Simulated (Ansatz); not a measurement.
One change: `[SiH3]C([SiH3])[SiH3]` becomes `[SiH3]C([SiH3])[TeH]`.

Ansatz, PBE0-D4/def2-TZVP geometries, multiplicity 1. 

Elements past krypton have def2 core potentials.

```tsv
property	`[SiH3]C([SiH3])[SiH3]`
size of the dipole moment (PBE/def2-TZVPP) / D	0.74
size of the dipole moment (ωB97M-V/def2-TZVPP) / D	0.76
HOMO–LUMO gap (B3LYP/def2-TZVPP) / eV	8.31
size of the dipole moment (B3LYP/def2-TZVPP) / D	0.75
LUMO energy (B3LYP/def2-TZVPP) / eV	-0.26
LUMO energy (PBE/def2-TZVPP) / eV	-0.88
```

Q: Give the same properties after the change, and the shifts. (Estimate.)

A: Ansatz gave: 
```json
{"property": "size of the dipole moment (PBE/def2-TZVPP) / D", "`[SiH3]C([SiH3])[TeH]`": "0.62", "shift": "-0.12"}
{"property": "size of the dipole moment (ωB97M-V/def2-TZVPP) / D", "`[SiH3]C([SiH3])[TeH]`": "0.62", "shift": "-0.14"}
{"property": "HOMO–LUMO gap (B3LYP/def2-TZVPP) / eV", "`[SiH3]C([SiH3])[TeH]`": "4.86", "shift": "-3.45"}
{"property": "size of the dipole moment (B3LYP/def2-TZVPP) / D", "`[SiH3]C([SiH3])[TeH]`": "0.63", "shift": "-0.12"}
{"property": "LUMO energy (B3LYP/def2-TZVPP) / eV", "`[SiH3]C([SiH3])[TeH]`": "-1.29", "shift": "-1.03"}
{"property": "LUMO energy (PBE/def2-TZVPP) / eV", "`[SiH3]C([SiH3])[TeH]`": "-1.93", "shift": "-1.05"}
```

With PBE0 the HOMO rises by 2.39 eV and the LUMO falls by 1.04 eV, so the gap narrows by about 3.43 eV. PBE moves the HOMO by 2.20 eV and ωB97M-V by 2.44 eV. Dipoles are sizes alone; their direction can turn.

B3LYP here is the variant with VWN-RPA as its local correlation; programs differ in this.

Spin–orbit coupling is left out; it splits and shifts lone-pair levels of the heavy atoms by tenths of an eV.
